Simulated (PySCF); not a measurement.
Compound: SeMe2, C₂H₆Se.
Bonds: Se1–C2, Se1–C6. Hydrogens: H3, H4, H5 on C2; H7, H8, H9 on C6.

A GFN2-xTB structure was refined with PBE0-D3(BJ)/def2-SVP geometry optimisation, gas phase in PySCF. Its GFN2-xTB values:

```csv
coordinate,GFN2-xTB
Se1–C2,1.882 Å
C2–H3,1.075 Å
Se1–C2–H3,105.8°
Se1–C2–H5,105.7°
C2–Se1–C6,97.4°
H3–C2–H4,112.5°
```

Question: How do these coordinates change at the PBE0-D3(BJ)/def2-SVP level?

Answer: 
| coordinate | PBE0-D3(BJ)/def2-SVP (Å or °) | change |
| --- | --- | --- |
| Se1–C2 | 1.940 | +0.058 |
| C2–H3 | 1.099 | +0.024 |
| Se1–C2–H3 | 110.8 | +5.0 |
| H3–C2–H4 | 110.0 | -2.5 |
| Se1–C2–H5 | 107.2 | +1.5 |
| C2–Se1–C6 | 96.9 | -0.5 |

The energy falls by 0.212 eV over 5 energy and gradient evaluations, the largest force component goes from 0.0507 to 9.5e-05 Eh/bohr, and the atoms move by 0.060 Å rms after alignment. Among the bonds, Se1–C2 and Se1–C6 change most and about equally (-0.058 to +0.058 Å). Bonds longer at the end by more than 0.005 Å: 5 of 8; shorter: 2. Rotational constants go from 11650, 6852, 4564 to 11419, 6878, 4545 MHz.

The run used 90 basis functions and 31 SCF cycles in all.

PBE0-D3(BJ)/def2-SVP frequencies: not computed here.
